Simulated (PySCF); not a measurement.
SnF2, SMILES [Sn]([F])[F] (connectivity only; charge and spin as stated), neutral, multiplicity 1. Atoms are numbered in the order given.

```xyz
3

Sn     0.0000     0.0000     0.3444
F      0.0000    -1.4502    -0.9566
F      0.0000     1.4502    -0.9566
```

The structure is a stationary point at B3LYP-D3(BJ)/def2-TZVP. The isomer is the one that the SMILES or the coordinates give; other isomers of the formula were not compared. The def2 effective core potentials stand for the cores of Sn; spin–orbit coupling is left out.

The numbers are results of PBE/def2-TZVPD run with PySCF, not measurements.

Symmetry labels are those of the subgroup C2v that the program uses (full group C2v).

Task: List the valence orbital energies around the gap with their symmetry. (Estimate from the structure and the level; the computed values follow.)

Result: 
```json
[
 {"orbital": "HOMO−7", "symmetry": "B2", "energy (eV)": "-25.56"},
 {"orbital": "HOMO−6", "symmetry": "A1", "energy (eV)": "-12.43"},
 {"orbital": "HOMO−5", "symmetry": "B2", "energy (eV)": "-9.86"},
 {"orbital": "HOMO−4", "symmetry": "B1", "energy (eV)": "-9.26"},
 {"orbital": "HOMO−3", "symmetry": "A1", "energy (eV)": "-9.20"},
 {"orbital": "HOMO−2", "symmetry": "A2", "energy (eV)": "-8.84"},
 {"orbital": "HOMO−1", "symmetry": "B2", "energy (eV)": "-8.59"},
 {"orbital": "HOMO", "symmetry": "A1", "energy (eV)": "-7.60"},
 {"orbital": "LUMO", "symmetry": "B1", "energy (eV)": "-3.58"},
 {"orbital": "LUMO+1", "symmetry": "B2", "energy (eV)": "-1.55"},
 {"orbital": "LUMO+2", "symmetry": "A1", "energy (eV)": "-1.12"},
 {"orbital": "LUMO+3", "symmetry": "A1", "energy (eV)": "0.10"}
]
```
